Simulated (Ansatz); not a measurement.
`C[Si](Cl)(Cl)Cl` → `[CH2]` (triplet) + `Cl[SiH](Cl)Cl` at 400 K and 1 bar (formal loss of a carbene).

Program: Ansatz. Geometries: PBE0-D4/def2-TZVP. ΔE: electronic, gas phase. CBS: MP2 limit from def2 TZ/QZ plus the TZ coupled-cluster correction, frozen cores. This one scheme is used for every species. Triplets are unrestricted, without spin–orbit coupling.

| species | CCSD(T)/CBS energy (Eh) | H − E (kJ/mol) | S (J/(mol·K)) |
| --- | --- | --- | --- |
| `C[Si](Cl)(Cl)Cl` | -1708.45088 | 144.3 | 382.1 |
| `[CH2]` (triplet) | -39.09499 | 59.0 | 205.7 |
| `Cl[SiH](Cl)Cl` | -1669.16736 | 61.5 | 337.8 |

H − E and S are ideal-gas, rigid-rotor, harmonic terms from PBE0-D4/def2-TZVP, with the whole ground term of open shells counted as degenerate. 1 Eh = 2625.50 kJ/mol, R = 8.31446 J/(mol·K).

Question: By hand: ΔE, ΔH, ΔS and ΔG.

Answer: ΔE = (-39.09499) + (-1669.16736) − (-1708.45088) = 0.18853 Eh = 495.0 kJ/mol. Δ(H − E) = 59.0 + 61.5 − 144.3 = -23.8, so ΔH = 471.2 kJ/mol. ΔS = 205.7 + 337.8 − 382.1 = 161.4 J/(mol·K). ΔG = 471.2 − 400 × (161.4)/1000 = 406.6 kJ/mol.

Question: By hand: the equilibrium constant, and the temperature at which ΔG would vanish if ΔH and ΔS stayed fixed.

Answer: log₁₀ K = −ΔG/(RT ln 10) = -53.1. ΔG = 0 at ΔH/ΔS = 2919 K, far beyond where these terms or the molecules hold.

The number of gas molecules changes by +1, which sets the sign of ΔS. A doubt of 5 kJ/mol in ΔE shifts log₁₀ K by 0.7 here. A triplet takes part, so the spin changes. These are equilibria of isolated gas molecules and say nothing of rates. Largest T1 diagnostic: 0.011 (customary marks: 0.02 for closed shells, 0.045 for open ones).
